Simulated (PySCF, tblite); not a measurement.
Isomers of C7H9ClOSi, one GFN2-xTB conformer each. Single-point energies are computed at PBE0/pcSseg-1 (PySCF, gas phase, no added dispersion term), electronic only.

```csv
SMILES,GFN2-xTB relative energy (kJ/mol)
CC1=CC=C(O[SiH3])/C1=C/Cl,51.7
CO[SiH2]c1cccc(Cl)c1,0.0
O=C1C=C(C/C=C\Cl)C[SiH2]1,271.7
```

Conformers: `[CH3:1][C:2]1=[CH:3][CH:4]=[C:5]([O:6][SiH3:7])/[C:8]1=[CH:9]/[Cl:10]` with C4–C5–O6–Si7 0°; `[CH3:1][O:2][SiH2:3][c:4]1[cH:5][cH:6][cH:7][c:8]([Cl:9])[cH:10]1` with C1–O2–Si3–C4 180°, O2–Si3–C4–C5 0°; `[O:1]=[C:2]1[CH:3]=[C:4]([CH2:5]/[CH:6]=[CH:7]\[Cl:8])[CH2:9][SiH2:10]1` with C3–C4–C5–C6 -107°, C4–C5–C6–C7 -112°.

Question: What does PBE0/pcSseg-1 give for the same structures?

Answer: 
```tsv
SMILES	PBE0/pcSseg-1 E (Eh)	PBE0/pcSseg-1 (kJ/mol)	GFN2-xTB (kJ/mol)	point group
CO[SiH2]c1cccc(Cl)c1	-1096.35281	0.0	0.0	Cs
CC1=CC=C(O[SiH3])/C1=C/Cl	-1096.29624	148.5	51.7	Cs
O=C1C=C(C/C=C\Cl)C[SiH2]1	-1096.28460	179.1	271.7	C1
```

Both levels put the same isomer lowest; measured from each level's own lowest isomer, the values differ by up to 96.8 kJ/mol (CC1=CC=C(O[SiH3])/C1=C/Cl: 51.7 against 148.5). As drawn, the lowest has an aromatic ring and an Si–O bond, which the highest lacks; the highest has a C=O bond and a C=C bond outside aromatic rings, which the lowest lacks.

Question: Which frontier levels, dipoles and rotational constants go with these structures?

Answer: 
```csv
SMILES,"HOMO (eV, PBE0/pcSseg-1)",LUMO (eV),dipole (D),"A, B, C (MHz)"
CO[SiH2]c1cccc(Cl)c1,-7.15,-0.78,2.56,"2634, 436.8, 377.1"
CC1=CC=C(O[SiH3])/C1=C/Cl,-5.76,-1.93,1.22,"1596, 589.7, 433.9"
O=C1C=C(C/C=C\Cl)C[SiH2]1,-6.55,-1.76,3.22,"2344, 434.5, 387.8"
```

Question: What happens when harmonic zero-point energies from GFN2-xTB frequencies are added?

Answer: 
```json
{"SMILES": "CO[SiH2]c1cccc(Cl)c1", "ZPE (kJ/mol)": "357.3", "electronic (kJ/mol)": "0.0", "with ZPE (kJ/mol)": "0.0"}
{"SMILES": "CC1=CC=C(O[SiH3])/C1=C/Cl", "ZPE (kJ/mol)": "348.3", "electronic (kJ/mol)": "148.5", "with ZPE (kJ/mol)": "139.5"}
{"SMILES": "O=C1C=C(C/C=C\\Cl)C[SiH2]1", "ZPE (kJ/mol)": "353.7", "electronic (kJ/mol)": "179.1", "with ZPE (kJ/mol)": "175.5"}
```

The zero-point energies span 9.0 kJ/mol. The order is unchanged.
